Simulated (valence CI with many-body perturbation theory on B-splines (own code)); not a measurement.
# Pd XXXIV: calculated level list

Computed by configuration interaction combined with many-body perturbation theory (CI+MBPT): three valence electrons over a frozen Dirac-Fock core [Ne], a basis of 11 s, 11 p, 9 d, 7 f, 5 g, 2 h, 1 i functions for each j, with the one-electron correlation potential Σ1, the two-electron term Σ2, the three-electron term Σ3, Breit, model QED; selected CI, second order for the rest (own B-spline code, finite nucleus).

The last digits are not significant, and no measured levels were compared; by estimate large intervals hold to a few tenths of a per cent, small ones and those within an open d or f shell to about a per cent.

Levels 1 to 45 of 70, with energies above the lowest level, (3s^2 3p1/2) J=1/2. "Leading %" is the weight of the configuration and term that name the level; weights of strongly mixed levels are sums over their largest components and can fall short. In the jj column 3d3/2^4 stands for four electrons in 3d with j = 3/2. Lifetimes count E1, E2, E3, M1 and M2 decay at the calculated energies, and are blank where another channel may lead or the interval is too uncertain; long ones can be off by a factor of two.

```tsv
No.	Configuration	Term	J	E (cm⁻¹)	Leading %	Leading jj	Lifetime
1	3s²3p	²P°	1/2	0	99	3s^2 3p1/2 (99 %)	
2	3s²3p	²P°	3/2	313860	98	3s^2 3p3/2 (98 %)	3.59 μs
3	3s3p²	⁴P	1/2	629790	76	3s 3p1/2^2 (87 %)	207 ps
4	3s3p²	⁴P	3/2	846510	95	3s 3p1/2 3p3/2 (97 %)	2.04 ns
5	3s3p²	⁴P	5/2	914040	56	3s 3p1/2 3p3/2 (91 %)	366 ps
6	3s3p²	²D	3/2	1017000	70	3s 3p1/2 3p3/2 (80 %)	26.6 ps
7	3s3p²	²P	1/2	1087800	71	3s 3p1/2 3p3/2 (83 %)	6.21 ps
8	3s3p²	²D	5/2	1191900	41	3s 3p3/2^2 (79 %)	402 ps
9	3s²3d	²D	3/2	1321000	72	3s^2 3d3/2 (72 %)	4.76 ps
10	3s3p²	²S	1/2	1404100	68	3s 3p3/2^2 (93 %)	8.71 ps
11	3s²3d	²D	5/2	1420000	78	3s^2 3d5/2 (78 %)	8.01 ps
12	3s3p²	²P	3/2	1446300	59	3s 3p3/2^2 (81 %)	4.58 ps
13	3p³	²P°	3/2	1682800	32	3p1/2^2 3p3/2 (80 %)	16.7 ps
14	3s3p3d	⁴F°	3/2	1787900	82	3s 3p1/2 3d3/2 (91 %)	66.7 ps
15	3s3p3d	⁴F°	5/2	1821000	52	3s 3p1/2 3d3/2 (79 %)	335 ps
16	3s3p3d	⁴F°	5/2	1894000	27	3s 3p1/2 3d5/2 (64 %)	34.2 ps
17	3p³	⁴S°	3/2	1913000	51	3p1/2 3p3/2^2 (67 %)	8.55 ps
18	3s3p3d	⁴F°	7/2	1937400	71	3s 3p1/2 3d5/2 (81 %)	46.1 ps
19	3s3p3d	⁴D°	3/2	1939900	53	3s 3p1/2 3d3/2 (66 %)	6.82 ps
20	3s3p3d	⁴D°	1/2	1940400	77	3s 3p1/2 3d3/2 (88 %)	5.84 ps
21	3s3p3d	⁴P°	5/2	1962000	42	3s 3p1/2 3d5/2 (72 %)	11.7 ps
22	3p³	²P°	1/2	2062800	83	3p1/2 3p3/2^2 (83 %)	8.75 ps
23	3s3p3d	²F°	5/2	2078500	73	3s 3p1/2 3d5/2 (47 %)	11.2 ps
24	3s3p3d	²D°	3/2	2131600	37	3s 3p1/2 3d5/2 (28 %)	4.87 ps
25	3s3p3d	⁴F°	9/2	2150500	100	3s 3p3/2 3d5/2 (100 %)	5.32 μs
26	3s3p3d	⁴D°	5/2	2175600	59	3s 3p3/2 3d3/2 (82 %)	6.31 ps
27	3s3p3d	⁴P°	3/2	2177400	45	3s 3p3/2 3d3/2 (89 %)	7.81 ps
28	3s3p3d	⁴P°	1/2	2180300	89	3s 3p3/2 3d3/2 (97 %)	8.33 ps
29	3s3p3d	⁴D°	7/2	2181700	69	3s 3p3/2 3d3/2 (49 %)	8.38 ps
30	3s3p3d	²P°	3/2	2231400	27	3s 3p3/2 3d5/2 (61 %)	15.4 ps
31	3s3p3d	²D°	5/2	2263000	50	3s 3p3/2 3d5/2 (91 %)	9.55 ps
32	3s3p3d	²D°	3/2	2314700	63	3s 3p3/2 3d3/2 (56 %)	3.74 ps
33	3s3p3d	²F°	7/2	2337600	96	3s 3p3/2 3d5/2 (69 %)	10.1 ps
34	3s3p3d	²F°	5/2	2407700	80	3s 3p3/2 3d3/2 (86 %)	3.80 ps
35	3s3p3d	²P°	1/2	2415500	84	3s 3p3/2 3d3/2 (52 %)	4.53 ps
36	3s3p3d	²F°	7/2	2416100	85	3s 3p3/2 3d5/2 (78 %)	6.08 ps
37	3s3p3d	²P°	1/2	2463600	84	3s 3p3/2 3d5/2 (50 %)	4.26 ps
38	3s3p3d	²P°	3/2	2496500	84	3s 3p3/2 3d5/2 (89 %)	4.50 ps
39	3s3p3d	²D°	5/2	2506600	69	3s 3p3/2 3d5/2 (82 %)	3.70 ps
40	3s3p3d	²P°	3/2	2545900	26	3p3/2^3 (44 %)	3.03 ps
41	3p²3d	⁴F	3/2	2602700	48	3p1/2^2 3d3/2 (94 %)	16.4 ps
42	3p²3d	⁴F	5/2	2703400	32	3p1/2^2 3d5/2 (83 %)	14.4 ps
43	3p²3d	²F	5/2	2812700	59	3p1/2 3p3/2 3d3/2 (87 %)	18.5 ps
44	3p²3d	²P	3/2	2849900	38	3p1/2 3p3/2 3d3/2 (92 %)	8.98 ps
45	3p²3d	²F	7/2	2858200	42	3p1/2 3p3/2 3d3/2 (76 %)	16.1 ps
```

The ionisation energy to 3s² ¹S0 of the next ion comes out as 2035.2 eV (NIST: 2016 ± 9 eV (semi-empirical), further off than twice its uncertainty). All 70 levels together are meant to be complete up to 3316500 cm⁻¹.
